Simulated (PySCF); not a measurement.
**MgI⁺: one state, many levels of theory**

State: ¹Σ⁺ (singlet), closed shell. Set-up: basis Mg x2c-SVPall, I x2c-SVPall; spin-free X2C with a Gaussian nucleus; PySCF 2.14. De refers to Mg⁺ + I in their high-spin ground configurations, without counterpoise correction. A positive dipole points towards I; it is taken about the centre of mass and depends on that origin.

| Level | Re (Å) | ωe (cm⁻¹) | De (eV) | μ (D) | CPU s a point (SCF and correlation, without the integrals) |
| --- | --- | --- | --- | --- | --- |
| RHF | 2.491 | 383 | 1.24 | -13.26 | 0.1 |
| RHF-MP2 | 2.504 | 377 | 2.17 | n/a | 0.15 |
| RHF-SCS-MP2 | 2.507 | 372 | 2.10 | n/a | n/a |
| RHF-CCSD | 2.509 | 370 | 2.11 | n/a | n/a |
| RHF-CCSD(T) | 2.512 | 367 | 2.18 | n/a | 1.1 |
| PBE | 2.503 | 355 | 2.46 | -11.45 | 0.83 |
| r²SCAN | 2.487 | 373 | 2.35 | -12.28 | 0.8 |
| r²SCANh | 2.483 | 376 | 2.31 | -12.39 | 0.92 |
| PBE0 | 2.485 | 371 | 2.32 | -12.04 | 1.3 |
| B97-3 | 2.486 | 370 | 2.31 | -12.06 | 0.59 |
| MN15 | 2.476 | 375 | 2.27 | -12.31 | 1 |
| CAM-B3LYP | 2.474 | 376 | 2.20 | -11.98 | 1.9 |

Question: Which functional lies closest to RHF-CCSD(T) in De, which farthest, and by how much do they differ from it?

Answer: Closest is CAM-B3LYP (-3.8 pm in Re, +2.5 % in ωe, +0.02 eV in De against RHF-CCSD(T) in the same basis), farthest PBE (-0.9 pm in Re, -3.3 % in ωe, +0.28 eV in De). CCSD(T) converges more slowly with the basis than the functionals do and binds too weakly in this one, so the order can change at the basis-set limit.

Question: What does a quarter of exact exchange do here, going from PBE to PBE0?

Answer: PBE0 less PBE: -1.8 pm in Re, +4.5 % in ωe, -0.14 eV in De. Exact exchange removes part of the self-interaction that spreads semilocal densities, and in most molecules shortens and stiffens the bond and lowers De; so it does here.

Question: What does second-order correlation do here, going from RHF to RHF-MP2?

Answer: RHF-MP2 less RHF: +1.3 pm in Re, -1.6 % in ωe, +0.93 eV in De. Correlation nearly always deepens the well. The bond lengthens, as in strong covalent bonds, where excitations into antibonding orbitals dominate.

Correlated steps freeze 19 core orbitals. Correlated levels converge slowly with the basis: in double zeta they bind strong bonds too weakly, by up to about 1 eV, and carry superposition errors of some tenths. Spin–orbit coupling is left out, which matters for elements this heavy, above all for dissociation energies. For an ion De counts to the pair picked by the measured ionisation energies or electron affinities, which need not be the lowest pair at this level. Where the molecule has an RHF reference, its open-shell atoms are computed with UHF.

The whole job (state search and all levels along the bond) took about 2.3 min on 1 thread of Oxide Virtual Turin-like (shared host), peak memory 0.62 GiB.
